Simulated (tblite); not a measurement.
Species: C₅H₁₀F₂Si.
Geometry (GFN2-xTB, Å), atoms numbered from 1 in this order:
```xyz
18
C5H10F2Si angstrom
C      2.367    0.451    0.128
C      1.221   -0.520    0.392
C      0.001   -0.218   -0.466
C     -0.729    1.103   -0.087
Si    -2.374    0.183    0.073
F     -3.554    0.474   -0.974
F     -3.209    0.237    1.442
C     -1.163   -1.230   -0.264
H      2.059    1.474    0.330
H      2.687    0.390   -0.909
H      3.218    0.218    0.764
H      1.558   -1.538    0.181
H      0.938   -0.474    1.446
H      0.299   -0.193   -1.515
H     -0.352    1.523    0.844
H     -0.647    1.877   -0.845
H     -0.982   -1.893    0.580
H     -1.347   -1.859   -1.131
```

Computed with GFN2-xTB (tblite): harmonic, unscaled wavenumbers at the GFN2-xTB geometry, gas phase. The method is semi-empirical: single wavenumbers can be off by several per cent or more. One conformer, not necessarily the lowest.

Harmonic wavenumbers (cm⁻¹): 30.7, 102.1, 120.1, 153.6, 188.6, 213.9, 226.7, 256.4, 371.8, 417.6, 514.2, 670.3, 724.5, 749.2, 772.8, 815.6, 850.9, 885.8, 928.0, 991.7, 1014.1, 1022.6, 1044.8, 1102.1, 1125.5, 1198.5, 1200.4, 1218.1, 1251.9, 1265.7, 1307.2, 1354.9, 1415.9, 1460.6, 1467.6, 1494.9, 1503.7, 1506.5, 2960.5, 2969.1, 2976.3, 3007.7, 3010.8, 3024.4, 3026.4, 3033.0, 3037.0, 3043.1.

A = 3811, B = 861.4, C = 845.2 MHz; mass 136.052 u (most abundant isotopes); point group C1, symmetry number 1.

Q: Zero-point energy?

A: ½Σν̃ = 31514 cm⁻¹ = 376.99 kJ/mol.

Q: Give the ideal-gas entropy at 273.15 K and 1 bar in the rigid-rotor, harmonic-oscillator model (classical rotation).

A: Translation 168.31, rotation 120.83, vibration 106.81: S = 395.9 J/(mol K).

Q: And Cp and H(273.15 K) − H(0)?

A: Cp = 141.00 J/(mol K), of which vibrations give 107.74 (their classical limit is 48 R = 399.1); H(273.15 K) − H(0) = 24.30 kJ/mol without the zero-point energy, 15.21 from vibrations.

Q: How do the functions run with temperature in this model?

A: 
```csv
T (K),S (J/(mol K)),Cp (J/(mol K)),H − H(0) (kJ/mol),G − H(0) (kJ/mol),ln q(vib)
50,246.3,53.2,2.08,-10.24,0.64
100,291.3,78.1,5.40,-23.74,1.79
298.15,408.7,151.0,27.95,-93.91,6.76
373.15,445.8,180.5,40.39,-125.97,8.58
500,505.0,224.4,66.17,-186.32,11.62
750,608.5,285.4,130.49,-325.85,17.44
1000,696.4,325.0,207.11,-489.24,22.88
```

q(vib) and H(0) count from the zero-point level.

Q: Which modes carry the vibrational entropy at 273.15 K?

A: 30.7 cm⁻¹: 23.47; 102.1 cm⁻¹: 13.57; 120.1 cm⁻¹: 12.26; 153.6 cm⁻¹: 10.30; 188.6 cm⁻¹: 8.70; 213.9 cm⁻¹: 7.75 J/(mol K); the other 42 give 30.75 together.

Q: What must be added to the electronic energy to get the Gibbs energy at 273.15 K and 1 bar?

A: ZPE + [H(273.15 K) − H(0)] − T·S = 376.99 + 24.30 − 108.15 = 293.14 kJ/mol.

Q: Blend soft modes into free rotors: weight 1/[1 + (100 cm⁻¹/ν̃)⁴] for the oscillator and the rest for a rotor with moment μB/(μ + B), μ = h/(8π²ν), B = 10⁻⁴⁴ kg m². What vibrational entropy results?

A: 98.48 J/(mol K) in place of 106.81, which changes −T·S at 273.15 K by +2.27 kJ/mol.

Hindered rotation and anharmonicity are outside this model. Other conformers, if any are populated, would add a mixing term that is left out. The structure is chiral; the term R ln 2 for an equal mix with its mirror image is left out.
